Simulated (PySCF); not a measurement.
B(OH)(OMe)(OSiMe3), SMILES COB(O)O[Si](C)(C)C, singlet, GFN2-xTB optimised geometry. Atoms within 1.6 Å of the plane z = 0.0 Å (x, y, z in Å): O9 (-0.82, -1.28, 1.41), Si10 (-0.26, -0.67, 0.00), C11 (-0.94, -1.68, -1.47), C12 (-0.96, 1.11, 0.00), C13 (1.64, -0.67, 0.00), H15 (-2.02, -1.67, -1.49), H16 (-0.62, -2.71, -1.39), H17 (-2.05, 1.11, 0.03), H18 (-0.66, 1.64, -0.90), H19 (-0.61, 1.68, 0.85), H20 (2.02, -1.68, 0.10), H21 (2.04, -0.09, 0.83), H22 (2.05, -0.24, -0.91).

Method: CAM-B3LYP/def2-SVP run with PySCF. Cells within 0.4 Å of a nucleus heavier than hydrogen are left out (blank, or x).

Map of the electrostatic potential (hartree/e), clipped to [-0.08, 0.12] on the plane z = 0.0 Å:

```
|222222222222222222222222222|
|222222222222222222222222222|
|222222222222222222222222222|
|222222222222222222222222222|
|222222222222222222222222222|
|222222222222222222222222222|
|222222222333322222222222222|
|222233334799633222222222222|
|222334799999963222222222222|
|2233479999xx994322222222222|
|2233489999xx995333222222222|
|223346999999997544333222222|
|222334568999999978974322222|
|222233346999999999998322222|
|222223347999x99999x99522222|
|222222348999xx999xx99522222|
|222222347999x99999x99522222|
|222222335999999999999522222|
|222222234699999869999632222|
|222222223457997546999532222|
|222222222334443323676432222|
|222222222222222122333322222|
|222222222211100111222222222|
|222222221110000011122222222|
|222222221110000001122222222|
|222222221110000011122222222|
|222222222111001111122222222|
```
Scale: ten equal steps from -0.047 (start of '0') to 0.120 (end of '9'), in the order '0123456789'; x runs from -4.50 to 4.50, y from -4.50 (bottom) to 4.50 (top).
